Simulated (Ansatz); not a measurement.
The lowest singlet and triplet of NP (SMILES N#P); geometries from B3LYP-D3(BJ)/def2-TZVP, each state relaxed from the structure named, with no frequency check.
Singlet at the triplet's geometry (charge 0, multiplicity 1):
```xyz
2

N      0.00000     0.00000    -1.11419
P      0.00000     0.00000     0.51996
```

A positive gap puts the triplet lower; no zero-point energy. R- takes a restricted singlet. The triplet is unrestricted in single-reference levels. Active spaces average the two states.

Correlated levels freeze the cores.

Codes used: Ansatz (a program for electronic structure). 

R-PBE/def2-TZVPP gives -67.31 kcal/mol for the gap E(singlet) − E(triplet), vertical, at the triplet's geometry.

Task: Where do these levels fall relative to PBE: R-r2SCAN/def2-TZVPP, R-B3LYP/def2-TZVPP, R-wB97M-V/def2-TZVPP, R-B2PLYP/def2-TZVPP, SC-NEVPT2 on SA-CASSCF(10,8)/cc-pV(Q+d)Z, FIC-MRCISD+Q on SA-CASSCF(10,8)/cc-pV(Q+d)Z.

Result: R-r2SCAN/def2-TZVPP 7.56; R-B3LYP/def2-TZVPP 6.04; R-wB97M-V/def2-TZVPP 2.86; R-B2PLYP/def2-TZVPP -6.76; SC-NEVPT2 on SA-CASSCF(10,8)/cc-pV(Q+d)Z 2.19; FIC-MRCISD+Q on SA-CASSCF(10,8)/cc-pV(Q+d)Z 3.45 kcal/mol. 5 of 6 lie above PBE; the widest gap is to R-r2SCAN/def2-TZVPP.

Doubts at one or more of the structures used: a restricted determinant that unrestricted orbitals would lower (R-B2PLYP/def2-TZVPP).
